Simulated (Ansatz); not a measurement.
Geometry optimisation, RKS B3LYP-D4/def2-SVP (Ansatz).

The input (input.yaml):

```yaml
crystal:
  periodic: [false, false, false]
  atoms:
    - { symbol: Ta, position_ang: [0.0, 0.0, 0.0] }
    - { symbol: F, position_ang: [1.93, 0.0, 0.0] }
    - { symbol: F, position_ang: [0.0, 0.0, 1.93] }
    - { symbol: "N", position_ang: [0.0, 0.0, -2.16] }
    - { symbol: H, position_ang: [-0.6116, -0.6845, -2.69] }
    - { symbol: H, position_ang: [0.6116, 0.6845, -2.69] }
    - { symbol: Cl, position_ang: [-1.235, 2.139, 0.0] }
    - { symbol: "N", position_ang: [-1.08, -1.8706, 0.0] }
    - { symbol: H, position_ang: [-1.8056, -2.0636, 0.7482] }
    - { symbol: H, position_ang: [-0.8844, -2.5955, -0.7482] }
basis:
  gaussian: { orbitals: def2-SVP }
hamiltonian:
  xc: b3lyp
  dispersion: d4
relax:
  f_tol: 0.02
  max_steps: 40
```

Command:

```bash
$ ansatz run input.yaml --threads 2 --pin off --max-ram 3072MiB --backend cpu --events-out ev --progress --plain --runs-dir out
```

**Question.** Where does it end, and by what steps?

**Answer.** It converged. After 19 steps the energy has fallen by 1.459 eV; H5 moved furthest, 1.42 Å.

| step | energy less start (eV) | largest force component (eV/Å) | accepted |
| --- | --- | --- | --- |
| 0 | 0.0000 | 2.297 | yes |
| 1 | -0.9670 | 1.497 | yes |
| 2 | -1.1493 | 0.742 | yes |
| 3 | -1.2343 | 0.900 | yes |
| 4 | -1.2878 | 1.088 | yes |
| 5 | -1.3408 | 0.513 | yes |
| 6 | -1.3647 | 0.518 | yes |
| 7 | -1.3826 | 0.108 | yes |
| 8 | -1.3885 | 0.131 | yes |
| 9 | -1.3968 | 0.278 | yes |
| 10 | -1.3994 | 0.690 | yes |
| 11 | -1.4085 | 0.250 | yes |
| 12 | -1.4185 | 0.172 | yes |
| 13 | -1.4307 | 0.478 | yes |
| 14 | -1.4386 | 0.529 | yes |
| 15 | -1.4486 | 0.415 | yes |
| 16 | -1.4522 | 0.209 | yes |
| 17 | -1.4585 | 0.045 | yes |
| 18 | -1.4587 | 0.090 | yes |
| 19 | -1.4589 | 0.015 | yes |

```xyz
10
Properties=species:S:1:pos:R:3
Ta -0.124 -0.127 -0.095
F 1.711 -0.627 -0.179
F 0.269 0.622 1.608
N 0.122 0.166 -2.043
H -0.487 0.730 -2.631
H 1.024 0.014 -2.494
Cl -1.957 1.373 -0.262
N -1.027 -1.846 0.107
H -1.286 -2.224 1.019
H -1.319 -2.472 -0.640
```

Whether the end is a true minimum wasn't checked by a vibrational analysis.

Run time: 93 s on 2 threads of Arm Neoverse V2 (shared host), peak memory 0.33 GiB.
